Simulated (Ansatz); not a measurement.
Mulliken charges of Cl$_{3}$F$_{3}$Mo, SMILES `[F][Mo]([F])([F])([Cl])([Cl])[Cl]` from r2SCAN/def2-TZVPP in Ansatz (PBE0-D4/def2-TZVP geometry).

```csv
atom,x (Å),y (Å),z (Å),charge (e)
F1,-1.384,-0.042,-1.252,-0.282
Mo2,-0.029,-0.044,-0.011,1.252
F3,-1.302,-0.470,1.243,-0.282
F4,0.133,-1.847,-0.326,-0.282
Cl5,1.463,0.371,-1.646,-0.136
Cl6,-0.388,2.146,0.377,-0.136
Cl7,1.568,-0.182,1.571,-0.136
```

Problem. By hand: the dipole of these point charges (1 e Å = 4.8032 D).

Solution. Σ q r = (0.324, 0.293, 0.040) e Å, of length 0.439 e Å = 2.11 D.

Problem. How does the dipole of the full density compare? (Estimate.)

Solution. Computed: (0.234, 0.212, 0.029) e Å, 1.52 D; the point charges give 1.39 times that, at 0° from its direction.

Point charges leave out the atoms' own dipoles, such as those of lone pairs, and Mulliken's split depends on the basis, so the two needn't agree.
